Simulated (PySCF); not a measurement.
# C₅H₁₁N₃Si: full NMR table

```
Formula                               : C5H11N3Si
SMILES                                : C[Si](C)(C)n1cnnc1
Point group of the computed structure : Cs
Degrees of unsaturation               : 3
Carbon signals                        : 2
Proton signals                        : 2
```

Bonds (- single, = double, # triple, : aromatic): C1-Si2, Si2-C3, Si2-C4, Si2-N5, N5:C6, C6:N7, N7:N8, N8:C9, C9:N5. C1 carries H10, H11, H12; C3 carries H13, H14, H15; C4 carries H16, H17, H18; C6 carries H19; C9 carries H20.

Isolated molecule, rapidly exchanging positions averaged, a single conformation, non-relativistic. Geometry from GFN2-xTB; σ from GIAO-PBE0/pcSseg-1; PySCF 2.14.0 with density-fitted response routines.

References, each an isolated molecule treated in the same way: ¹H, ¹³C, ²⁹Si vs TMS; ¹⁵N against NH3.

| carbon | δC, type | δH (multiplicity) | HMBC from (2–3 bonds) | span of the C tensor (ppm) |
| --- | --- | --- | --- | --- |
| C1/C3/C4 | 0.7, CH3 | 0.43 (s) | H10/H11/H12/H13/H14/H15/H16/H17/H18 | 13 |
| C6/C9 | 145.3, CH | 7.79 (s) | H19/H20 | 170 |

Other nuclei:
| atoms | nucleus | environment | δ (ppm) | σ (ppm) |
| --- | --- | --- | --- | --- |
| Si2 | ²⁹Si | silicon bonded to 3 C, N | 9.7 | 339.5 |
| N7/N8 | ¹⁵N | pyridine-type nitrogen of an azole | 369.3 | -101.6 |
| N5 | ¹⁵N | pyrrole-type ring nitrogen | 199.7 | 68.1 |

Carbon types of the structure: 2 × CH, 3 × CH3, which accounts for all hydrogens. δC 145.3: aromatic CH between two ring heteroatoms. δC 0.7: methyl carbon bonded to Si; an electropositive neighbour leaves it electron-rich and shielded. δH 7.79: hydrogen on an aromatic CH between two ring heteroatoms; it sits in the deshielding region of the aromatic ring current. δH 0.43: hydrogen on a methyl carbon bonded to Si; an electropositive neighbour shields it, as in TMS itself.

Shifts are as computed. Against solution values, carbons near 30 ppm lie about +3 ppm off and those near 130 ppm about +5 ppm. Of 1211 compounds with measured shifts, 218 miss one by over three times the rms of a fit or turn the order of signals round; such compounds aren't used in these exercises. Experimental scales use liquid or dissolved standards, which lie at an offset from isolated NH3 (liquid NH3: subtract about 20 ppm). Unscaled 15N shifts of sp2 nitrogen come out 20 to 40 ppm too high even then. Multiplicities follow the n + 1 count of equivalent neighbours, as no J values were calculated; m marks all less simple cases, F and P coupling included.
